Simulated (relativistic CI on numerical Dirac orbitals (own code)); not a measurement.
**Cr²⁺ in a cubic cluster: 3p photoemission with charge transfer**

Computed with a charge-transfer multiplet model of a cubic metal-ligand cluster with up to one ligand hole, Slater and spin-orbit integrals from Dirac-Coulomb-Breit ions, Slater integrals scaled by 0.8. The parameters are those of a tetrahedral site (10Dq negative, t2 hopping the larger). The ground state mixes d4 with configurations of k ligand holes L, whose averages lie at kΔ + k(k − 1)U_dd/2; a core hole lowers each added d electron by U_cd. 20 K, Lorentzian 0.9 eV and Gaussian 0.8 eV FWHM.

Atomic integrals in eV (Slater integrals scaled, ζ unscaled), ground: F2dd 7.675, F4dd 4.768, zeta_d 0.027; with the core hole: F2dd 8.641, F4dd 5.412, zeta_d 0.032, zeta_core 0.680, F2cd 9.353, G1cd 11.618, G3cd 7.071.

Cluster parameters (eV): Δ = 7.3, U_dd = 5.2, U_cd = 6.6, 10Dq = -0.45, 10Dq(ligand) = 0, final-state hopping factor = 0.9.

Weights, n_d and S are thermal averages at 20 K. Binding energies count from the first peak over 30 % of the highest in each spectrum, which can be another peak from case to case. The parameters are a model scan and need not match a compound or its usual spin state. Peaks in eV (height, largest 100): 0.0 (99), 1.6 (100), 6.0 (26), 13.0 (19), 15.4 (22), 18.9 (31).

Question: Which parameters give this spectrum?
A. V(eg) = 0.88 eV, V(t2g) = -1.49 eV
B. V(eg) = 1.78 eV, V(t2g) = -3.01 eV
C. V(eg) = 0.28 eV, V(t2g) = -0.47 eV

Answer: B. V(eg) = 1.78 eV, V(t2g) = -3.01 eV; the ground state then has 4.25 d electrons and S = 2.00. The choice follows from running the model for each set and comparing peak positions and heights. The space is cut while the next configuration still counts.
